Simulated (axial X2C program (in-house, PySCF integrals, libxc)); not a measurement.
RbI⁺: cheaper levels and CCSD(T), with spin–orbit coupling

Calculated with an in-house all-electron X2C program for linear molecules (integrals from PySCF). Two-component (2c) means X2C with spin–orbit coupling and atomic mean-field two-electron Coulomb and Gaunt terms. Basis: I dyall-cv3z [11s12p8d4f1g], Rb dyall-cv3z [12s13p8d4f1g] (cores contracted in-house); Gaussian nuclei, density fitting, unrestricted open shells. Masses: I 126.904 u, Rb 84.912 u.

State: Ω = 3/2 (⟨Sz⟩ = 0.50, ⟨Lz⟩ = 1.00 at HF); fragments I + Rb+.

| level | Re (Å) | ωe (cm⁻¹) | De (eV) |
| --- | --- | --- | --- |
| PBE0 | 3.729 | 59.5 | 0.252 |
| HF | 3.924 | 49.1 | 0.059 |
| MP2 | 3.736 | 60.3 | 0.253 |
| CCSD | 3.771 | 58.2 | 0.250 |
| BLYP | 3.817 | 54.8 | 0.228 |

Correlated methods: 15 electrons correlated (number of frozen shells: I 4 s, 3 p, 2 d; Rb 3 s, 2 p, 1 d), 311 virtual spin orbitals or spinors in MP2, 90 natural virtuals in coupled cluster.

CCSD(T), same Hamiltonian and basis:

Re = 3.757 Å, ωe = 59.2 cm⁻¹, De = 0.24 eV; T1 = 0.003 (Lee–Taylor normalisation).

Task: Give the differences from CCSD(T) in the columns below.

Result: 

| level | ΔRe (Å) | Δωe (cm⁻¹) |
| --- | --- | --- |
| PBE0 | -0.028 | 0.3 |
| HF | 0.167 | -10.1 |
| MP2 | -0.021 | 1.1 |
| CCSD | 0.014 | -1.0 |
| BLYP | 0.060 | -4.4 |

The state is a single determinant with fixed occupations, the lowest that a limited PBE0 search found. Dissociation energies refer to the lowest single-determinant-based atoms at the same level and basis. Density functionals use the spin component along the axis (collinear). CCSD and (T) use frozen natural virtuals with an MP2 correction for the truncation; (T) itself is uncorrected, so its De runs slightly low. Other states lie close and PBE0, whose exact exchange favours high spin, may order them wrongly; the determinant shown need not be the ground state. The nearest other 2c determinant of the search, Ω = 1/2, lies 0.22 eV up at the distance of the search. Without a current term, density functionals place determinants with orbital angular momentum somewhat too high. The atomic limit has a lower orbital projection than the molecule and lies lower at mean-field level, so De may be about a tenth of an eV too small. The bond is weak, and without diffuse functions and with truncated virtuals even CCSD(T) can be tens of per cent off in De.
